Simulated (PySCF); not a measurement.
Splitting trees

Cartesian coordinates in Å; atom numbers follow the order of the lines, from 1:
```xyz
15

F    -1.0310   -1.7233    1.1954
C    -1.2154   -0.4061    0.8536
C    -2.1190   -0.1325   -0.3181
C    -1.1791    0.4912   -1.0247
C    -0.0881    0.2288   -0.0184
C     1.1769   -0.5634   -0.3557
C     1.9124    0.6279    0.2626
O     0.6750    1.3018    0.5224
H    -1.4344    0.1421    1.7730
H    -3.1520   -0.3734   -0.4783
H    -1.1628    1.0134   -1.9622
H     1.3425   -0.7155   -1.4186
H     1.2696   -1.5048    0.1786
H     2.5446    1.2026   -0.4184
H     2.4562    0.4192    1.1869
```

Calculated, not measured (PySCF 2.14.0 with density-fitted response routines): shieldings: GIAO PBE0/pcSseg-1, geometry from GFN2-xTB, J couplings at B3LYP/pcJ-1 (spin–dipole term only in couplings to heteroatoms). One computed conformer, non-relativistic, gas phase.

δ = σ(ref) − σ, references computed at the same level: 1H (31.72 ppm) against TMS.

Spectrometer: 600 MHz for 1H. First-order analysis; couplings under 1 Hz (under 4 Hz in carbon signals) are ignored, and nearly equal couplings are merged; the smaller ones broaden or split the lines further.

(1) What pattern does H9 show (1H)?

(2) What pattern does H11 show (1H)?

(3) What pattern does H10 show (1H)?

## Answers

(1) A doublet of triplets at δ 5.31: 65.8 Hz to F1 (1 × 19F, 2 bonds away), 1.0 Hz to H11 and H10 (2 × 1H, 3 or 4 bonds away). Lines in Hz from the centre (relative intensity): +33.9 (1), +32.9 (2), +31.9 (1), -31.9 (1), -32.9 (2), -33.9 (1). The outer lines are 67.8 Hz apart, the sum of the couplings kept, or 0.113 ppm at this field.

(2) A doublet of doublets of doublets at δ 6.77: 5.7 Hz to F1 (1 × 19F, 4 bonds away), 3.5 Hz to H10 (1 × 1H, 3 bonds away), 1.0 Hz to H9 (1 × 1H, 4 bonds away). Lines in Hz from the centre (relative intensity): +5.1 (1), +4.1 (1), +1.6 (1), +0.6 (1), -0.6 (1), -1.6 (1), -4.1 (1), -5.1 (1). The outer lines are 10.2 Hz apart, the sum of the couplings kept, or 0.017 ppm at this field.

(3) A doublet of doublets at δ 6.56: 3.5 Hz to H11 (1 × 1H, 3 bonds away), 1.0 Hz to H9 (1 × 1H, 3 bonds away). Lines in Hz from the centre (relative intensity): +2.2 (1), +1.2 (1), -1.2 (1), -2.2 (1). The outer lines are 4.5 Hz apart, the sum of the couplings kept, or 0.007 ppm at this field.

Unscaled 3J(H,H) at this level run about 10 % above measured values.
